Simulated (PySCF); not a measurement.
Species: p-ethyltoluene, C₉H₁₂.
Bonds: C1–C2, C2–C3, C3–C4 (aromatic), C4–C5 (aromatic), C5–C6 (aromatic), C6–C7, C6–C8 (aromatic), C8–C9 (aromatic), C3–C9 (aromatic). Hydrogens: H10, H11, H12 on C1; H13, H14 on C2; H15 on C4; H16 on C5; H17, H18, H19 on C7; H20 on C8; H21 on C9.

Theory: delta-SCF UKS SCAN, pcX-2 on the ionised atom, pcseg-1 elsewhere, spin-free X2C in PySCF 2.14.0. These are vertical core ionisation energies against the vacuum level, from separate self-consistent calculations with and without the core hole.

Some binding energies are withheld.

```
atom(s)                           bonded to  level  binding energy (eV)
     C1                           C and 3 H   C 1s                    ?
     C2                         2 C and 2 H   C 1s               290.50
     C3  2 C (aromatic in the SMILES) and C   C 1s               289.90
  C4/C9  2 C (aromatic in the SMILES) and H   C 1s               289.82
  C5/C8  2 C (aromatic in the SMILES) and H   C 1s               289.83
     C6  2 C (aromatic in the SMILES) and C   C 1s                    ?
     C7                           C and 3 H   C 1s                    ?
```

(1) Fill in C 1s for C7.

(2) Fill in C 1s for C6.

(3) Fill in C 1s for C1.

Results:

(1) 290.59 eV (benzylic-type carbon). The nearest listed C 1s value is that of C2; the shift against it is +0.09 eV.

(2) 290.02 eV (substituted aromatic carbon). The nearest listed C 1s value is that of C3; the shift against it is +0.12 eV.

(3) 290.39 eV (methyl carbon). The nearest listed C 1s value is that of C2; the shift against it is -0.11 eV.

Lowest listed C 1s: C4/C9, bonded to 2 C (aromatic in the SMILES) and H. Highest, 0.77 eV above it: C7, bonded to C and 3 H. Summing the Pauling electronegativity differences to the bonded atoms, each weighted by its formal bond order, gives -0.35 for the lowest site and -1.05 for the highest; the largest sum, 0.00, belongs to C6, 0.57 eV below the top. The smallest sum, -1.05, belongs to C1, 0.57 eV above the lowest. The values 289.82 and 289.83 eV lie too close for their order to be trusted.

What is the C 1s shift of C1 against C5/C8?

290.39 − 289.83 = +0.56 eV, or +54 kJ/mol.

Topologically equivalent atoms share the value of their first member; where this conformer doesn't relate them by symmetry, their own values could differ. One conformer (not necessarily the lowest) at the PBE0-D3(BJ)/def2-SVP geometry, without solvent, vibrations or thermal averaging.

Shape of the structure used: `[CH3:1][CH2:2][c:3]1[cH:4][cH:5][c:6]([CH3:7])[cH:8][cH:9]1`: C1–C2–C3–C4 84°.
